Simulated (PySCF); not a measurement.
# In₂O: adding exact exchange

Base calculation in PySCF with density fitting and no spin–orbit coupling, PBE/def2-TZVP (scalar-relativistic core potentials): singlet, D∞h, O–In 2.029 Å (×2); wavenumbers 45 (×2), 195, 707 cm⁻¹; gap between the highest occupied and lowest empty levels 3.23 eV, polar-tensor charge of O -1.23 e, atomisation energy (no zero-point energy) 808 kJ/mol.

Problem. What changes on going to PBE0/def2-TZVP (scalar-relativistic core potentials)?

Solution. The point group stays the same. Changes: mean bond to O -0.029 Å, highest wavenumber +48 cm⁻¹, lowest wavenumber +10 cm⁻¹, gap between the highest occupied and lowest empty levels +1.53 eV, polar-tensor charge of O -0.08 e, atomisation energy (no zero-point energy) -58 kJ/mol. The new structure has O–In 2.000 Å (×2), with wavenumbers 55 (×2), 209, 755 cm⁻¹. Exact exchange shortens and stiffens the bonds and opens the gap, the usual pattern.

Each species is the lowest minimum found with this bonding; other isomers or fragments can lie lower.
